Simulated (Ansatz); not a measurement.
Ideal-gas functions of CHBFNS, SMILES `FC1=NBS1` at 400 K and 1 bar, from an Ansatz frequency run at PBE0-D4/def2-TZVP.

Molar mass 88.9 g/mol, point group Cs (symmetry number 1), electronic degeneracy 1, moments of inertia 66.848, 108.446, 175.293 u Å². Harmonic wavenumbers (cm⁻¹, unscaled): 118, 378, 526, 628, 645, 780, 824, 953, 1099, 1246, 1651, 2724.

Use S(trans) = R[1.5 ln M + 2.5 ln T − 1.1517]; rotational temperatures θ = 24.2544 K / I; S(rot) = R[ln(√π/σ · √(T³/θAθBθC)) + 1.5]; for each mode x = 1.438777 ν̃/T, S = R[x/(eˣ − 1) − ln(1 − e⁻ˣ)] and H = RT x/(eˣ − 1); 1 cm⁻¹ = 0.0119627 kJ/mol; R = 8.31446 J/(mol·K).

Q: By hand: the entropy, in J/(mol·K).

A: Translation 170.9. Rotation: θ = 0.3628, 0.2237, 0.1384 K, giving 110.6. Vibration, mode by mode: 15.50, 6.37, 4.15, 3.11, 2.96, 2.02, 1.78, 1.23, 0.80, 0.52, 0.15, 0.00, in all 38.6. Electronic 0.0. Sum 320.1 J/(mol·K).

Q: By hand: H − E and G − E in kJ/mol, counted from the electronic energy.

A: Zero-point energy ½ × 11572 × 0.0119627 = 69.2; thermal vibration 9.1; translation, rotation and pV give 4 RT = 13.3. H − E = 91.6 kJ/mol, and G − E = 91.6 − 400 × 320.1/1000 = -36.4 kJ/mol.

Vibration gives 12 % of the entropy, 15.5 J/(mol·K) of it from the mode under 150 cm⁻¹: soft modes count most, and the harmonic formula is weakest for them.
